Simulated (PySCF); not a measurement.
Cl3Ta, neutral, multiplicity 3. Atoms are numbered in the order given.

```xyz
4

Ta     0.0000     0.0000    -0.0623
Cl     0.0000     2.0901    -0.9915
Cl     0.0000    -2.0901    -0.9915
Cl     0.0000     0.0000     2.2506
```
Charge 0, spin multiplicity 3.

Coordinates come from a PBE0-D3(BJ)/def2-SVP optimisation. A frequency run showed that this geometry is not a minimum. The multiplicity is an assumed one; other spin states were not compared. The def2 effective core potentials stand for the cores of Ta; spin–orbit coupling is left out.

All values below come from PySCF with B3LYP/def2-TZVPD.

The molecule is in vacuum.

Computed frontier levels, dipole moment and polarisability:
| Quantity | Result |
|---|---|
| α spin, highest occupied and lowest empty level | -5.56 and -3.33 eV |
| β spin, highest occupied and lowest empty level | -9.28 and -3.05 eV |
| dipole moment | 1.02 D |
| quadrupole, principal values (traceless, Buckingham form, about the centre of nuclear charge) | -2.98, -1.17, 4.15 D·Å |
| mean static polarisability | 92.5 bohr³ (13.70 Å³) |
| polarisability, principal values | 69.9, 95.1, 112.4 bohr³ |
| ⟨S²⟩ | 2.005 (pure state 2.00) |
